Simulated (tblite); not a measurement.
Species: C₄H₁₀SSi₂.
SMILES with atom numbers: `[CH:1]#[C:2][SiH2:3][S:4][SiH:5]([CH3:6])[CH3:7]` (hydrogens: H8 on C1; H9, H10 on Si3; H11 on Si5; H12, H13, H14 on C6; H15, H16, H17 on C7)

Computed with GFN2-xTB (tblite), gas phase: L-BFGS steps from a force-field or distance-geometry start until the largest atomic force falls under 0.01 eV/Å.

Step 69: E = -553.2187 eV
```
atom  x, y, z in Å  |  force x, y, z in eV/Å
C1      3.3932    1.6015   -0.2856    0.037   0.023   0.014
C2      2.8101    0.6155    0.0790   -0.017   0.003  -0.011
Si3     1.9079   -0.9036    0.6161   -0.024   0.006   0.008
S4      0.4955   -1.5091   -0.8940   -0.026   0.024   0.023
Si5    -1.3718   -0.5527   -0.3537   -0.015   0.017  -0.034
C6     -1.2365    1.3394   -0.4223   -0.006   0.032  -0.024
C7     -1.9201   -1.0703    1.3908   -0.020  -0.011   0.029
H8      3.9232    2.4593   -0.5856   -0.015   0.026  -0.033
H9      1.1848   -0.5682    1.8415    0.027  -0.050   0.016
H10     2.8294   -2.0240    0.7237   -0.005  -0.009   0.019
H11    -2.2582   -1.0643   -1.3951   -0.011  -0.040   0.004
H12    -2.1356    1.8039   -0.0270    0.007  -0.014   0.002
H13    -1.1186    1.6775   -1.4469    0.040   0.021  -0.014
H14    -0.3897    1.7145    0.1467    0.019  -0.021   0.002
H15    -1.6701   -2.1053    1.6126   -0.014   0.054  -0.025
H16    -2.9970   -0.9605    1.4923    0.056  -0.007   0.019
H17    -1.4537   -0.4417    2.1470   -0.032  -0.054   0.006
```

Step 70: E = -553.2196 eV
```
atom  x, y, z in Å  |  force x, y, z in eV/Å
C1      3.3917    1.6030   -0.2849    0.046   0.050  -0.001
C2      2.8084    0.6173    0.0792   -0.049  -0.051   0.013
Si3     1.9058   -0.9021    0.6182   -0.041   0.001  -0.027
S4      0.4925   -1.5094   -0.8958    0.021   0.033   0.051
Si5    -1.3723   -0.5507   -0.3561   -0.039  -0.012   0.001
C6     -1.2331    1.3408   -0.4231    0.011   0.014  -0.023
C7     -1.9184   -1.0714    1.3901   -0.003   0.024   0.022
H8      3.9189    2.4614   -0.5874   -0.009   0.029  -0.032
H9      1.1785   -0.5679    1.8419    0.036  -0.048   0.009
H10     2.8266   -2.0238    0.7276   -0.012   0.003   0.016
H11    -2.2618   -1.0665   -1.3936   -0.004  -0.027   0.009
H12    -2.1308    1.8055   -0.0259    0.014   0.000   0.007
H13    -1.1165    1.6780   -1.4481    0.040   0.029  -0.013
H14    -0.3819    1.7109    0.1441   -0.009  -0.015  -0.007
H15    -1.6702   -2.1065    1.6090   -0.005   0.026  -0.026
H16    -2.9940   -0.9600    1.4956    0.030  -0.005   0.010
H17    -1.4504   -0.4466    2.1487   -0.026  -0.051  -0.008
```

Problem. Estimate the geometry and energy of step 71. (The exact step hangs on the optimiser's Hessian estimate; all steps are aligned on step 70, rigid shifts and turns removed.)

Solution. E = -553.2206 eV, largest force 0.084 eV/Å
```
atom  x, y, z in Å  |  force x, y, z in eV/Å
C1      3.3870    1.6076   -0.2879    0.028   0.031   0.005
C2      2.8075    0.6202    0.0788   -0.051  -0.044   0.016
Si3     1.9074   -0.9006    0.6224   -0.036  -0.002  -0.056
S4      0.4919   -1.5142   -0.8898    0.046   0.038   0.059
Si5    -1.3717   -0.5504   -0.3584   -0.057  -0.032   0.037
C6     -1.2269    1.3408   -0.4225    0.016   0.002  -0.022
C7     -1.9226   -1.0714    1.3877    0.020   0.028   0.026
H8      3.9088    2.4683   -0.5942   -0.011   0.016  -0.026
H9      1.1774   -0.5711    1.8456    0.042  -0.040   0.010
H10     2.8307   -2.0213    0.7301   -0.020   0.014   0.016
H11    -2.2608   -1.0701   -1.3947    0.001  -0.017   0.010
H12    -2.1211    1.8060   -0.0173    0.035   0.006   0.011
H13    -1.1176    1.6803   -1.4477    0.043   0.030  -0.010
H14    -0.3677    1.7034    0.1388   -0.040  -0.007  -0.017
H15    -1.6876   -2.1110    1.6012   -0.003   0.034  -0.031
H16    -2.9962   -0.9474    1.4973    0.020   0.000   0.002
H17    -1.4453   -0.4572    2.1502   -0.032  -0.058  -0.029
```

The energy changes by -0.0010 eV. The first-order estimate −F·Δx gives -0.0013 eV and the mean of the old and new forces, exact on a quadratic surface, -0.0010 eV. The step makes an angle of 80° with the force vector and moves no atom by more than 0.020 Å.

What follows is the cost of the whole relaxation. Hardware: Arm Neoverse N1, one thread, no GPU (shared host). Cost: 2.4 s of wall time.
